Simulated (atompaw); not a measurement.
Building the PAW (atompaw) potential for platinum (PBEsol, scalar-relativistic).

| Item | Value |
| --- | --- |
| Element | platinum |
| Generator | atompaw 4.2.0.5 |
| Type | PAW |
| Functional | PBEsol |
| Relativity | scalar-relativistic |
| Frozen core | [Kr] 4d10 4f14 5s2 |
| Valence charge | 16 |
| Reference configuration | 5p6 5d9 6s1 6p0 |
| Partial waves | 6s (bound): rc 1.95 bohr; 6s channel at 0.2 Ry: rc 1.95 bohr; 5p (bound): rc 1.65 bohr; 6p (bound, empty): rc 2.15 bohr; 5d (bound): rc 2.15 bohr; 5d channel at 4.4 Ry: rc 2.15 bohr |
| Local potential | ultrasoft scheme with l = 3 at 0 Ry, radius 1.85 bohr |
| Core correction | smooth core density matched at 2.00 bohr |
| Augmentation charge | sinc compensation charge, radius 2.15 bohr; PAW radius 2.15 bohr; waves and projectors: custom rrkj gramschmidtortho |

All-electron outer shells of the reference configuration (PBEsol, scalar-relativistic, ld1.x):

| shell | level (eV) | outermost node (bohr) | outermost maximum (bohr) |
| --- | --- | --- | --- |
| 5s | -101.88 | 0.49 | 0.87 |
| 4f | -70.14 | – | 0.38 |
| 5p | -56.04 | 0.53 | 0.98 |
| 5d | -6.17 | 0.57 | 1.26 |
| 6s | -5.70 | 1.14 | 2.38 |
| 6p | -0.78 | 1.36 | 3.60 |

(1) Estimate the cutoffs (Ry, on a coarse ladder) from which the occupation-weighted sum of valence levels, in a spherical-Bessel basis at the reference potential, stays within 10 and 1 mRy of its value at 400 Ry.

(2) What does a ghost test show?

(3) Is the overlap operator S = 1 + Σ q|β⟩⟨β| positive definite (Bessel basis up to 400 Ry)?

(4) Which valence shell sets the plane-wave cutoff?

Answers

(1) 35 Ry and 55 Ry.

(2) Ghost state, extra bound levels that the all-electron valence spectrum of the same l lacks: s at -85.7 eV. A true bound ghost makes a file unfit for plane-wave use.

(3) Yes: its lowest eigenvalue is 0.51 (p channel).

(4) 5p: its level needs 35 Ry to come within 1 mRy, against 25 Ry for 5d.
